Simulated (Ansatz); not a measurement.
**Which isomer of CH3AlFSi gives these data?**

These gas-phase data were calculated for one isomer of CH3AlFSi at B3LYP-D3(BJ)/def2-SVP (harmonic, unscaled wavenumbers; equilibrium rotational constants with average atomic masses):

- rotational constants: 17.55, 1.701, 1.566 GHz
- all wavenumbers above 1500 cm⁻¹: 3120, 3106, 3021

Candidates:

(1) `C[Si][Al][F]`, a doublet
(2) `[F][Al][CH]=[SiH2]`, a doublet

Q: Which candidate do the data belong to?

A: Candidate (1). No mode falls between 2000 and 2380 cm⁻¹, where the Si–H stretch of (2) would stand.

The same quantities for all candidates:

```tsv
	rotational constants (GHz)	wavenumbers above 1500 cm⁻¹	E above the lowest, B3LYP-D3(BJ)/def2-SVP (kcal/mol)
(1)	17.55, 1.701, 1.566	3120, 3106, 3021	0.0
(2)	9.932, 2.481, 1.985	3167, 2286, 2237	8.0
```

Harmonic stretches to hydrogen usually lie a few per cent above observed fundamentals. Each candidate is one conformer. Open shells are spin-unrestricted. Programs: Ansatz 0.2.0.
